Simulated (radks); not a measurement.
Values are calculated unless marked as measured or tabulated.
The molybdenum ion Mo31+, 11 electrons, occupied as [Ne] 3s0.5 4s0.5 (fractional occupations, a model configuration). Level of theory: scalar-relativistic Kohn-Sham, revPBE, spin-polarised, spherical densities, point nucleus; open shells are filled with parallel spins first (spin-orbit coupling, left out, can overturn this in heavy ions) (a radial shooting solver on a logarithmic mesh with Libxc functionals).

Normalised radial functions P(r) = r R(r), r in bohr:

```
   r/bohr * 2p down, o 3s down (the largest magnitude, 2.69, reaches the edge; | marks zero, & curves that meet)
 0.002753                             * o
 0.003914                             *  o
  0.00561                             |*  o
 0.007978                             |*   o
  0.01134                             | *   o
  0.01626                             |   *  o
  0.02312                             |     o*
  0.03314                             |   o       *
  0.04712                            o|                *
  0.06753                      o      |                       *
  0.09603                  o          |                          *
   0.1365                    o        |                        *
   0.1957                             |  o             *
   0.2783                             |      *        o
   0.3989                             | *               o
   0.5672                             *        o
   0.8129                             * o
    1.156                             &
    1.644                             &
```

2p down: eigenvalue -4141.6 eV, 0 radial nodes, <r> = 0.131 bohr, 90 % of the charge inside 0.212 bohr. 3s down (empty): eigenvalue -1767.5 eV, 2 radial nodes at r = 0.0445, 0.180 bohr, <r> = 0.364 bohr, 90 % of the charge inside 0.527 bohr.
